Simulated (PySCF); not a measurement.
B3H2O3, SMILES O1BOBO[B]1 (connectivity only; charge and spin as stated), charge +1, multiplicity 1.

Coordinates come from a PBE0-D3(BJ)/def2-SVP optimisation. The spin state was assumed, not searched. The isomer is the one that the SMILES or the coordinates give; other isomers of the formula were not compared.

All values below come from TDDFT-B3LYP/def2-SVPD in PySCF 2.14.0.

Vertical excitations. Isolated molecule, no solvent. State labels are in the subgroup C2v.

Estimate the UV-visible absorptions. (Estimate from the structure and the level; the computed values follow.)


| state | symmetry | energy (eV) | λ (nm) | f | main pairs |
|---|---|---|---|---|---|
| S1 | A1 | 6.50 | 191 | 0.075 | HOMO→LUMO 97 % |
| S2 | B2 | 6.74 | 184 | 0.010 | HOMO−1→LUMO 98 % |
| S3 | A2 | 7.28 | 170 | 0.000 | HOMO−4→LUMO 91 % |
| S4 | A2 | 7.42 | 167 | 0.000 | HOMO→LUMO+1 88 % |
| S5 | B1 | 7.49 | 165 | 0.003 | HOMO−2→LUMO 98 % |
| S6 | A1 | 7.80 | 159 | 0.014 | HOMO−3→LUMO 97 % |
| S7 | B1 | 7.94 | 156 | 0.045 | HOMO−1→LUMO+1 98 % |
| S8 | B2 | 8.17 | 152 | 0.008 | HOMO−5→LUMO 93 % |
| S9 | B1 | 8.22 | 151 | 0.002 | HOMO→LUMO+2 96 % |
| S10 | A2 | 8.69 | 143 | 0.000 | HOMO−1→LUMO+2 89 % |
| T1 | A1 | 5.94 | 209 | 0 | HOMO→LUMO 98 % |
| T2 | B2 | 6.50 | 191 | 0 | HOMO−1→LUMO 96 % |
| T3 | A2 | 6.82 | 182 | 0 | HOMO→LUMO+1 86 % |
| T4 | B1 | 6.97 | 178 | 0 | HOMO−1→LUMO+1 77 %, HOMO→LUMO+2 14 % |
Triplets are in the Tamm–Dancoff approximation, which puts them higher than full response would, so one can lie above its singlet here.
